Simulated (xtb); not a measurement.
F₂Y, doublet, from a rough starting geometry (GFN-xTB shapes and energies of metal compounds can be far from the true ones) (the multiplicity is a formal guess); GFN2-xTB (xtb 6.7.1).

Here is a job for xtb.
```
$ xtb mol.xyz --gfn 2 --uhf 1 --opt vtight --json

# file mol.xyz
3

Y      0.95537758     0.55371888     0.23433017
F     -0.85118689     0.81580503    -1.25325972
F     -0.07935405    -1.36514782     1.03148121
```

Question: Predict the main parts of the log of this xtb run.

Answer: 
```
   ID    Z sym.   atoms
    1   39 Y      1
    2    9 F      2, 3

           -------------------------------------------------
          |                Calculation Setup                |
           -------------------------------------------------

           -------------------------------------------------
          |                 G F N 2 - x T B                 |
           -------------------------------------------------

          ...................................................
          :                      SETUP                      :
          :.................................................:
          :  # basis functions                  18          :
          :  # atomic orbitals                  17          :
          :  # shells                            7          :
          :  # electrons                        17          :
          :  max. iterations                   250          :
          :  Hamiltonian                  GFN2-xTB          :
          :  restarted?                      false          :
          :  GBSA solvation                  false          :
          :  PC potential                    false          :
          :  electronic temp.          300.0000000     K    :
          :  accuracy                    1.0000000          :
          :  -> integral cutoff          0.2500000E+02      :
          :  -> integral neglect         0.1000000E-07      :
          :  -> SCF convergence          0.1000000E-05 Eh   :
          :  -> wf. convergence          0.1000000E-03 e    :
          :  Broyden damping             0.4000000          :
          :  net charge                          0          :
          :  unpaired electrons                  1          :
          ...................................................

 iter      E             dE          RMSdq      gap      omega  full diag
   1     19.8215368  0.198215E+02  0.717E+01    0.73       0.0  T
   2     -9.5227013 -0.293442E+02  0.312E+01    0.15       1.0  T
   3     -9.7091817 -0.186480E+00  0.218E+01    0.08       1.0  T
   4     -9.8526889 -0.143507E+00  0.178E+01    0.05       1.0  T
   5     -9.9631617 -0.110473E+00  0.171E+01    0.03       1.0  T
   6     22.6611202  0.326243E+02  0.694E+01    1.54       1.0  T
   7    -10.7781286 -0.334392E+02  0.182E+01    1.35       1.0  T
   8    -10.4442227  0.333906E+00  0.171E+01    1.71       1.0  T
   9    -10.4166417  0.275810E-01  0.172E+01    1.58       1.0  T
  10    -10.3032117  0.113430E+00  0.189E+01    0.93       1.0  T
  11    -10.6924616 -0.389250E+00  0.151E+01    1.78       1.0  T
  12    -10.3678907  0.324571E+00  0.179E+01    1.37       1.0  T
  13    -10.5101787 -0.142288E+00  0.159E+01    1.89       1.0  T
  14    -10.4743897  0.357890E-01  0.164E+01    1.81       1.0  T
  15    -10.4036073  0.707823E-01  0.173E+01    1.59       1.0  T
  16    -10.3600185  0.435888E-01  0.180E+01    1.42       1.0  T
  17    -10.2753270  0.846915E-01  0.197E+01    0.96       1.0  T
  18    -10.2953356 -0.200086E-01  0.191E+01    1.12       1.0  T
  19    -10.3818198 -0.864843E-01  0.170E+01    1.75       1.0  T
  20    -10.4112755 -0.294557E-01  0.161E+01    1.92       1.0  T
  21    -10.5920957 -0.180820E+00  0.125E+01    2.33       1.0  T
  22    -10.7869519 -0.194856E+00  0.853E+00    1.03       1.0  T
  23    -10.7843268  0.262515E-02  0.837E+00    0.87       1.0  T
  24    -10.7845813 -0.254543E-03  0.838E+00    0.89       1.0  T
  25    -10.7874665 -0.288525E-02  0.721E+00    1.12       1.0  T
  26    -10.3687213  0.418745E+00  0.779E+00    0.08       1.0  T
  27    -10.4452604 -0.765391E-01  0.721E+00    0.10       1.0  T
  28     -7.0540000  0.339126E+01  0.241E+01    0.04       1.0  T
  29     -7.6722757 -0.618276E+00  0.218E+01    0.05       1.0  T
  30    -10.7876341 -0.311536E+01  0.664E+00    1.11       1.0  T
  31    -10.7870704  0.563665E-03  0.465E+00    1.47       1.0  T
  32    -10.7848099  0.226048E-02  0.282E+00    1.00       1.0  T
[...]
         :: total energy             -10.788573075238 Eh    ::
 * total energy  :   -10.7885731 Eh     change       -0.4090950E-11 Eh
 * total energy  :   -10.7886390 Eh     change       -0.6587633E-04 Eh
 * total energy  :   -10.7886430 Eh     change       -0.4014867E-05 Eh
 * total energy  :   -10.7886467 Eh     change       -0.3756433E-05 Eh
 * total energy  :   -10.7886467 Eh     change       -0.1824073E-07 Eh
   *** GEOMETRY OPTIMIZATION CONVERGED AFTER 5 ITERATIONS ***
         :: total energy             -10.788646741148 Eh    ::
[...]
         :: -> dispersion             -0.001103436375 Eh    ::
         :: repulsion energy           0.000320588089 Eh    ::
         :: add. restraining           0.000000000000 Eh    ::
         :: total charge               0.000000000004 e     ::
         :::::::::::::::::::::::::::::::::::::::::::::::::::::

           -------------------------------------------------
          |                Property Printout                |
           -------------------------------------------------

    * Orbital Energies and Occupations

         #    Occupation            Energy/Eh            Energy/eV
      -------------------------------------------------------------
         1        2.0000           -0.8198017             -22.3079
         2        2.0000           -0.7857379             -21.3810
         3        2.0000           -0.5784592             -15.7407
         4        2.0000           -0.4742361             -12.9046
         5        2.0000           -0.4711453             -12.8205
         6        2.0000           -0.4687611             -12.7556
         7        2.0000           -0.4664925             -12.6939
         8        2.0000           -0.4653068             -12.6616
         9        1.0000           -0.4175105             -11.3610 (HOMO)
        10                         -0.3613738              -9.8335 (LUMO)
        11                         -0.3608842              -9.8202
        12                         -0.3606008              -9.8124
        13                         -0.3585084              -9.7555
        14                         -0.3570145              -9.7149
        15                         -0.0722410              -1.9658
        16                          0.1804774               4.9110
        17                          0.2860095               7.7827
      -------------------------------------------------------------
                  HL-Gap            0.0561368 Eh            1.5276 eV
             Fermi-level           -0.4155303 Eh          -11.3072 eV

     #   Z          covCN         q      C6AA      α(0)
     1  39 Y        1.217     0.645  1022.809   114.223
     2   9 F        0.608    -0.323    12.625     4.191
     3   9 F        0.608    -0.323    12.625     4.191

 Mol. C6AA /au·bohr⁶  :       1409.791572
 Mol. C8AA /au·bohr⁸  :     215095.328774
 Mol. α(0) /au        :        122.605579

Wiberg/Mayer (AO) data.
largest (>0.10) Wiberg bond orders for each atom

 ---------------------------------------------------------------------------
     #   Z sym  total        # sym  WBO       # sym  WBO       # sym  WBO
 ---------------------------------------------------------------------------
     1  39 Y    1.399 --     3 F    0.699     2 F    0.699
     2   9 F    0.985 --     1 Y    0.699     3 F    0.286
     3   9 F    0.985 --     1 Y    0.699     2 F    0.286
 ---------------------------------------------------------------------------

Topologies differ in total number of bonds
Writing topology from bond orders to xtbtopo.mol

molecular dipole:
                 x           y           z       tot (Debye)
 q only:        1.738       1.032       0.408
   full:        1.685       1.000       0.395       5.080
molecular quadrupole (traceless):
                xx          xy          yy          xz          yz          zz
 q only:        3.749       2.815      -1.346      -0.876       4.509      -2.402
  q+dip:        3.313       2.152      -1.317      -1.400       4.854      -1.997
   full:        2.516       0.715      -1.346      -2.774       6.063      -1.170

optimized geometry written to: xtbopt.xyz

           -------------------------------------------------
          | TOTAL ENERGY              -10.788646741148 Eh   |
          | GRADIENT NORM               0.000012627976 Eh/α |
          | HOMO-LUMO GAP               1.527559502243 eV   |
           -------------------------------------------------

normal termination of xtb
```
